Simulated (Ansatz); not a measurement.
# A cut through the energy surface

CH₆NSn (SMILES C[NH][SnH2+]) (charge +1), singlet, at its PBE0-D4/def2-TZVP minimum:

```xyz
9
angstrom
C -0.4431 1.0358 -0.7022
N 0.2250 -0.2390 -0.4779
Sn 0.4357 -1.1885 1.1851
H -1.2707 0.9107 -1.4039
H 0.2597 1.7640 -1.1130
H -0.8409 1.4306 0.2329
H 0.6155 -0.6517 -1.3155
H 1.2654 -2.6425 1.0836
H -0.2466 -0.4194 2.5108
```

The dihedral angle C1–N2–Sn3–H8 (180.0° at the minimum) is set to the values below, the two halves turning rigidly about the central bond. Each method's energies count from its own value at the PBE0-D4 minimum structure. Computed with Ansatz 0.2.0 (basis: def2-TZVPP); correlated methods freeze the cores. Filled d shells of the heavier atoms are correlated. Core potentials replace the inner electrons of the atoms past krypton. The def2 sets are not built for correlating such inner shells, so the correlated values are less sure here. B3LYP uses VWN-RPA correlation.

```json
{"dihedral angle (°)": "-169.2", "CCSD(T) (meV)": "26", "HF (meV)": "23", "MP2 (meV)": "28"}
{"dihedral angle (°)": "-143.5", "CCSD(T) (meV)": "287", "HF (meV)": "244", "MP2 (meV)": "299"}
{"dihedral angle (°)": "-117.8", "CCSD(T) (meV)": "739", "HF (meV)": "584", "MP2 (meV)": "753"}
{"dihedral angle (°)": "-92.1", "CCSD(T) (meV)": "1066", "HF (meV)": "784", "MP2 (meV)": "1049"}
{"dihedral angle (°)": "-66.4", "CCSD(T) (meV)": "815", "HF (meV)": "634", "MP2 (meV)": "825"}
{"dihedral angle (°)": "-40.7", "CCSD(T) (meV)": "352", "HF (meV)": "296", "MP2 (meV)": "367"}
{"dihedral angle (°)": "-15.0", "CCSD(T) (meV)": "51", "HF (meV)": "44", "MP2 (meV)": "54"}
```

Largest difference from the CCSD(T) curve over the scan: PBE-D4 66; r2SCAN-D4 34; PBE0-D4 53; B3LYP-D4 36 meV. Each curve counts from its own value at the minimum.

No T1 diagnostic of these runs exceeds 0.022.

For scale, one of the runs: CCSD(T)/def2-TZVPP, 196 basis functions, launched by `ansatz run in.yaml --threads 2 --pin off --events-out ev --progress --plain --max-ram 4352MiB`. The run took 85 s on 2 CPU threads of an AMD EPYC 7R43 (shared host), with 2.6 GiB of host memory at its peak.
